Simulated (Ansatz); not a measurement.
C₃H₉OSn, SMILES `[CH2][Sn]([CH3])([CH3])[OH]` radical, relaxed with UKS PBE-D4/def2-SVP in Ansatz 0.2.0 from a rough embedded geometry. The force threshold is 0.03 eV/Å; the program also tests the step.

Total charge 0; spin multiplicity 2. Sn: def2 effective core potential.

Start:

```xyz
14

C    -1.942   -0.029   -0.885
Sn   -0.116    0.385    0.017
C     0.056   -0.804    1.755
C     1.481   -0.076   -1.252
O    -0.020    2.321    0.503
H    -2.836    0.206   -0.219
H    -2.036   -1.101   -1.174
H    -0.773   -0.556    2.526
H     1.025   -0.642    2.292
H     0.015   -1.908    1.519
H     1.423   -1.188   -1.604
H     1.384    0.514   -2.218
H     2.415    0.122   -0.878
H    -0.076    2.756   -0.382
```

```tsv
step	energy (eV)	largest force (eV/Å)	largest move (Å)
1	-11123.2179	4.131	0.000
2	-11123.7242	1.389	0.195
3	-11123.8287	0.861	0.145
4	-11123.8761	0.218	0.179
5	-11123.8917	0.188	0.200
6	-11123.9009	0.067	0.200
7	-11123.9029	0.019	0.099
8 (rejected)	-11123.8916	0.717	0.199
9	-11123.9035	0.027	0.046
10 (rejected)	-11123.9031	0.185	0.098
11	-11123.9040	0.025	0.048
12	-11123.9044	0.058	0.049
13 (rejected)	-11123.9028	0.183	0.071
14 (rejected)	-11123.9039	0.078	0.036
15	-11123.9048	0.022	0.017
```

End:

```xyz
14

C    -2.009   -0.145   -0.835
Sn   -0.093    0.227    0.039
C     0.158   -0.744    1.951
C     1.485   -0.212   -1.384
O     0.004    2.183    0.573
H    -2.947   -0.036   -0.261
H    -2.137   -0.431   -1.895
H    -0.672   -0.444    2.620
H     1.119   -0.425    2.399
H     0.154   -1.844    1.832
H     1.456   -1.286   -1.656
H     1.354    0.395   -2.300
H     2.468    0.021   -0.931
H    -0.341    2.740   -0.151
```

Hardware: 2 threads of an AMD EPYC 7R13 on a shared host and a share of an NVIDIA H100 80 GB. Wall time 16 s, peak host memory 0.82 GiB.
